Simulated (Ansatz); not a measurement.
Geometry optimisation, RKS PBE-D4/cc-pVDZ (Ansatz 0.2.0).

Input file:

```yaml
crystal:
  periodic: [false, false, false]
  atoms:
    - { symbol: B, position_ang: [0.094842, -0.552451, -0.233248] }
    - { symbol: F, position_ang: [-0.232917, 0.431117, 2.067304] }
    - { symbol: F, position_ang: [1.236992, 0.128572, -0.426313] }
    - { symbol: F, position_ang: [-1.065343, -0.047161, -0.685641] }
    - { symbol: "N", position_ang: [0.125112, -1.895326, 0.405334] }
    - { symbol: H, position_ang: [-0.66715, -2.520406, 0.247284] }
    - { symbol: H, position_ang: [1.021132, -2.383745, 0.450826] }
    - { symbol: H, position_ang: [-0.189068, -0.5001, 2.142454] }
basis:
  gaussian: { orbitals: cc-pVDZ }
hamiltonian:
  xc: pbe
  dispersion: d4
relax:
  f_tol: 0.03
  max_steps: 50
```

Command:

```bash
$ ansatz run input.yaml --threads 2 --pin off --max-ram 3072MiB --backend cpu --events-out ev --progress --plain --runs-dir out
```

Question: Where does it end, and by what steps?

Answer: The run converged. After 7 steps the energy has fallen by 0.156 eV; H8 moved furthest, 0.32 Å.

```tsv
step	energy less start (eV)	largest force component (eV/Å)	accepted
0	0.0000	1.854	yes
1	-0.1137	0.738	yes
2	-0.1353	0.528	yes
3	-0.1503	0.183	yes
4	-0.1549	0.194	yes
5	-0.1551	0.117	yes
6	-0.1559	0.036	yes
7	-0.1561	0.007	yes
```

```xyz
8
Properties=species:S:1:pos:R:3
B 0.101 -0.545 -0.288
F -0.246 0.220 2.236
F 1.246 0.117 -0.521
F -1.049 -0.060 -0.783
N 0.110 -1.764 0.460
H -0.696 -2.389 0.401
H 0.994 -2.259 0.594
H -0.137 -0.659 1.870
```

Run time: 4.4 s on 2 threads of AMD EPYC 9R45 96-Core Processor (Zen 5) (shared host), peak memory 0.14 GiB.
